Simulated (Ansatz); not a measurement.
The standard entropy of GaH3S (SMILES [SH][GaH2]) from a frequency calculation

A singlet with charge 0, relaxed at PBE/def2-SVP (Ansatz 0.2.0):

```xyz
5

S     0.0327   -1.4651    0.6869
Ga   -0.3304    0.4425   -0.3884
H     1.2759   -1.1174    1.1234
H    -1.7265    0.5288   -1.1035
H     0.7982    1.5376   -0.3598
```

Harmonic wavenumbers in cm⁻¹: 394, 400, 414, 564, 683, 709, 1927, 1951, 2621.

Masses in u: S 32.06, Ga 69.723, H 1.008. Take T = 298.15 K, p = 1 bar, R = 8.3145 J/(mol K), kT/hc = 207.22 cm⁻¹, rigid rotor and harmonic oscillator.

Task: Compute the standard molar entropy.

Result: 
1. Translation (Sackur–Tetrode): S = R[3/2 ln M + 5/2 ln T − 1.1517] with M = 104.807 gives 166.9 J/(mol K).
2. Rotation: principal moments 5.799, 114.864, 120.663 u Å² give A, B, C = 2.9072, 0.1468, 0.1397 cm⁻¹; the symmetry number is σ = 1; q = (√π/σ)√((kT/hc)³/ABC) = 21653; S = R(ln q + 3/2) = 95.5.
3. Vibration: with u = ν̃/207.22, each mode gives R[u/(eᵘ − 1) − ln(1 − e⁻ᵘ)]; the sum is 16.7, most from 394 cm⁻¹ (4.1), 400 cm⁻¹ (4.0), 414 cm⁻¹ (3.8).
4. Electronic: R ln 1 = 0.0, from the spin multiplicity alone.
5. Sum: 166.9 + 95.5 + 16.7 + 0.0 = 279.1 J/(mol K).

No measured value is set beside it here.
